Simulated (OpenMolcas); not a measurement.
Computed levels of 3s2 3p2 in ions with 14 electrons, in cm-1 above 3P0.

```json
{
 "Program": "OpenMolcas 26.06",
 "Method": "CASSCF",
 "Basis": "ANO-R2",
 "Scalar Hamiltonian": "X2C, finite nucleus",
 "Spin-orbit coupling": "RASSI with atomic mean-field integrals over the reference wave functions, term energies averaged over their components"
}
```

Active space for each ion: 4 electrons in 8 orbitals (3s 3p 4s 4p).

```csv
Level,Si,P+,Cl3+,Ar4+
3P1,62.2,140,441,705
3P2,182,402,1217,1894
1D2,8500,10434,16730,19308
1S0,14772,19106,30346,35236
```

Task: Estimate 3P2, 1D2, 1S0 for S2+ from its neighbours P+ and Cl3+.

Result: 3P2 is fine structure, which grows about as the fourth power of a screened charge, so the fourth roots are averaged: ((402^0.25 + 1217^0.25) / 2)^4 = 727. The calculation gives 738, so the estimate is off by -1.5 %; the measured value is 833 (NIST levels in Podobedova, Kelleher and Wiese, J. Phys. Chem. Ref. Data 38, 171 (2009)).
1D2 is another term, which grows about linearly with the charge: (10434 + 16730) / 2 = 13582. The calculation gives 14344, so the estimate is off by -5.3 %; the measured value is 11323 (NIST levels in Podobedova, Kelleher and Wiese, J. Phys. Chem. Ref. Data 38, 171 (2009)).
1S0 is another term, which grows about linearly with the charge: (19106 + 30346) / 2 = 24726. The calculation gives 25589, so the estimate is off by -3.4 %; the measured value is 27161 (NIST levels in Podobedova, Kelleher and Wiese, J. Phys. Chem. Ref. Data 38, 171 (2009)).

Without dynamic correlation excited terms often stand tens of per cent too high (terms of higher spin than the ground term too low), and those without a measured partner can miss by more than the paired ones (holds for Si; P+). Active for correlation alone: 4p 4s; no level in the range computed is led by a configuration that fills them, so any true level of that kind is missing (holds for Si; Cl3+; Ar4+). Terms from blocks run as CI alone lack orbitals of their own (holds for P+). The run also gave levels led by 3s 3p2 4s, 3s2 3p 4p, which use shells meant for correlation; these and all levels above them are left out (holds for P+). The run also gave levels led by 3s2 3p 4p, which use shells meant for correlation; these and all levels above them are left out (holds for S2+). Measured partners are found by configuration, term and J. A level has none where our copy of the source lacks it or the pairing is in doubt (some pairs that miss far off the trend of their configuration count as doubtful), and it then counts in no deviation. Only configurations of the active space appear.
